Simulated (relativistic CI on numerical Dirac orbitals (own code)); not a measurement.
A reference radial Dirac CI calculation of Cr³⁺ gave the lowest total energy -1047.33827 Ha in 33 SCF steps, from this input:

```
atom Cr  Z=24  charge=3  electrons=21
nucleus A=52  rms_radius_fm=3.6452
hamiltonian dirac-coulomb  breit=on  qed=on  c_scale=1
orbitals kli  potential=per-configuration
slater_scale 1
correlation none
mixing on
grid step=0.0125 r_max=37.3
scf mixing=0.4 start=green max_iterations=150 tolerance=2e-08 node_fill=0.05
configurations
  [Ar] 3d3
  [Ar] 3d2 4s
  [Ar] 3d2 4p
end
```

One setting was then changed, and the output read:

```
SCF 1: [Ar] 3d3
 iter      energy (Ha)   residual   last orbital (Ha)
    1     -1040.759401   1.72e+00     -3.49482
    2     -1046.741950   6.87e-01     -2.28088
    3     -1047.801849   5.35e-02     -1.73031
    4     -1047.819831   5.36e-02     -1.82268
    5     -1047.828431   9.60e-03     -1.79037
    6     -1047.829046   5.59e-04     -1.77525
    7     -1047.829034   2.12e-04     -1.77564
    8     -1047.829031   1.96e-06     -1.77593
    9     -1047.829031   2.71e-06     -1.77593
   10     -1047.829031   2.53e-08     -1.77592
   11     -1047.829031   1.76e-09     -1.77592
SCF 2: [Ar] 3d2 4s
 iter      energy (Ha)   residual   last orbital (Ha)
    1     -1041.685814   1.62e+00     -1.73076
    2     -1046.404947   6.76e-01     -1.46365
    3     -1047.379809   5.44e-02     -1.30905
    4     -1047.393327   4.67e-02     -1.31060
    5     -1047.399855   1.10e-02     -1.29944
    6     -1047.400329   3.94e-04     -1.29393
    7     -1047.400322   9.15e-05     -1.29388
    8     -1047.400325   1.28e-05     -1.29391
    9     -1047.400326   2.05e-06     -1.29390
   10     -1047.400326   1.77e-07     -1.29390
   11     -1047.400326   6.41e-09     -1.29390
SCF 3: [Ar] 3d2 4p
 iter      energy (Ha)   residual   last orbital (Ha)
    1     -1041.451143   1.62e+00     -1.42619
    2     -1046.169369   6.73e-01     -1.19162
    3     -1047.136914   5.76e-02     -1.06323
    4     -1047.151785   4.29e-02     -1.06142
    5     -1047.157510   9.58e-03     -1.05246
    6     -1047.157885   5.12e-04     -1.04827
    7     -1047.157880   1.13e-04     -1.04822
    8     -1047.157880   7.43e-06     -1.04826
    9     -1047.157880   5.66e-06     -1.04825
   10     -1047.157880   3.33e-07     -1.04826
   11     -1047.157880   1.23e-08     -1.04826
orbital energies (Ha): 2s -26.4577  2p1/2 -22.7635  2p3/2 -22.4454  3s -4.4900  3p1/2 -3.4501  3p3/2 -3.4114  3d3/2 -1.7800  3d5/2 -1.7759
configuration averages (Ha): Dirac-Coulomb, Breit, QED
  3d3                          -1047.829031    0.356557    0.237370
  3d2 4s                       -1047.400326    0.357268    0.237693
  3d2 4p                       -1047.157880    0.357249    0.237465
levels: no., configuration, term, J, E (cm-1), weight
   1 3d3                    4F   3/2              0.0  1.00
   2 3d3                    4F   5/2            219.7  1.00
   3 3d3                    4F   7/2            517.3  1.00
   4 3d3                    4F   9/2            884.9  1.00
   5 3d3                    4P   1/2          17601.7  1.00
   6 3d3                    4P   3/2          17719.5  0.99
   7 3d3                    2G   7/2          17846.7  1.00
   8 3d3                    4P   5/2          17991.8  1.00
   9 3d3                    2G   9/2          18170.3  0.99
  10 3d3                    2H   9/2          23672.0  0.99
  11 3d3                    2P   1/2          23696.9  1.00
  12 3d3                    2P   3/2          23834.5  0.92
  13 3d3                    2H   11/2         23910.5  1.00
  14 3d3                    2D   3/2          25829.9  0.92
lowest total energy -1047.337599 Ha
end: converged
```

Q: Which setting was changed?
A. SCF mixing
B. configuration list
C. Breit term
D. node fill of the KLI weights

A: D. The node fill of the KLI weights 0.
